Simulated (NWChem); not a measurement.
**Ionisation of hexafluoroacetone (C$_{3}$F$_{6}$O)**

SMILES: O=C(C(F)(F)F)C(F)(F)F
```xyz
10

O      0.0000     0.0000     1.9123
C      0.0000     0.0000     0.7190
C     -0.0816     1.3199    -0.0976
F     -0.5325     2.3036     0.6679
F      1.1366     1.6407    -0.5457
F     -0.8979     1.1727    -1.1467
C      0.0816    -1.3199    -0.0976
F     -1.1366    -1.6407    -0.5457
F      0.5325    -2.3036     0.6679
F      0.8979    -1.1727    -1.1467
```
Charge 0, spin multiplicity 1.

The numbers come from NWChem runs, not from measurements. The geometry was optimised at B3LYP/def2-SVP, held to C2 symmetry and with no frequency check, so it may be a saddle point.

Basis set: def2-SVP. −ε marks an orbital energy of the parent.

B3LYP has NWChem's definition, with VWN1-RPA local correlation.

Q: One of these methods gave a first vertical ionisation energy of 11.07 eV. Which?
A. −ε(HOMO) of BHandHLYP
B. −ε(HOMO) of PBE
C. −ε(HOMO) of PBE0
D. −ε(HOMO) of HF

A: A, −ε(HOMO) of BHandHLYP. The others give 14.00 (−ε(HOMO) of HF), 7.24 (−ε(HOMO) of PBE), 9.22 (−ε(HOMO) of PBE0).
